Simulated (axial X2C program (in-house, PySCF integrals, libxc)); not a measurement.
# Nuclear properties of MoCN⁻

Computed with an in-house all-electron X2C program for linear molecules (integrals from PySCF): two-component X2C with atomic mean-field Coulomb and Gaunt terms, Gaussian nuclei, basis Mo dyall-v3z, C dyall-v3z, N dyall-av3z with contracted cores.

Mo–C–N held linear, with bonds 2.225 and 1.166 Å (near the PBE0 minimum at charge -1 of the determinant lowest at the starting distance; the state shown can have its own minimum elsewhere, held linear; other orders of the atoms were not compared).

Input and command:
```json
{"zs": [42, 6, 7], "q": -1, "bas": ["dyall-v3z", "dyall-v3z", "dyall-av3z"], "r0": [2.08, 1.16], "symm": 0, "scan": ["PBE0", "HF", "PBE"], "levels": ["PBE0", "HF", "TPSSh"], "nst": 2}
```
```bash
python solin.py task.json out
```

Keys: zs atomic numbers; q charge; bas basis sets; r0 starting distance in Å; symm equal bonds; scan levels of the two-bond scan; levels methods; nst determinants followed.

Determinant lowest in the PBE0 search, Ω = 3 (⟨Sz⟩ = 3.00, ⟨Lz⟩ = 0.00 at PBE0), spin on the atoms Mo 3.01, C -0.04, N 0.02:

```tsv
level	Eeff magnitude (GV/cm)	Ws magnitude Mo (kHz)	A∥/gI Mo (MHz)	qzz Mo (a.u.)	A∥/gI C (MHz)	qzz C (a.u.)	A∥/gI N (MHz)	qzz N (a.u.)
PBE0	1.69	0.322	363	-2.79	-2.31	-0.68	0.969	-1.02
HF	0.81	0.183	147	-3.38	-15.1	-0.80	2.39	-1.17
TPSSh	1.75	0.333	360	-2.69	0.366	-0.67	0.927	-1.00
```

Eeff is the effective electric field on the electron electric dipole moment in this Ω state and Ws the scalar–pseudoscalar constant of the nucleus named (defined with the proton number Z and per Ω); A∥ (defined per Ω) follows by multiplying with gI = μI/(I μN); qzz is the electric field gradient, eQq0 = 234.96 MHz × Q/barn × qzz. The operators were transformed with the bare-nucleus X2C matrices; with these basis sets, hyperfine constants and field gradients can be off by tens of per cent, and where levels differ in sign neither size nor sign is settled.

(1) With Q(95Mo) = -0.022 barn, Q(14N) = 0.02044 barn (Q from Pyykkö, Mol. Phys. 2018), turn the PBE0 values of the first state into constants in MHz.

The molecule was held linear; bending was not examined, so a bent shape may lie lower.

Each state is one determinant with collinear spin, which with several unpaired electrons need not be a pure state. Unrestricted Hartree–Fock can overshoot spin polarisation at the nuclei. For an anion, determinants above electron detachment, or with a positive highest level, are held by the basis set. This is the top spin component of a Σ state; components of lower Ω are not single determinants and can lie lower. With several open shells hyperfine constants can be off by a factor of several. Where Eeff spreads by more than a factor of two the levels disagree and none is to be relied on. Open-shell Ω = 0 determinants with evenly filled partner blocks cannot be reached by this program, so the Ω shown need not be the lowest component. States lie within half an eV, so the first need not be the ground state. Further determinants of the search, some of them spin-mixed, are not shown. Where a field gradient or hyperfine factor spreads by more than a factor of two over the levels, a constant derived from it is not to be relied on.

Answers

(1) eQq0(95Mo) = 234.96 × (-0.022) × (-2.79) = 14.4 MHz; eQq0(14N) = 234.96 × (0.02044) × (-1.02) = -4.9 MHz.
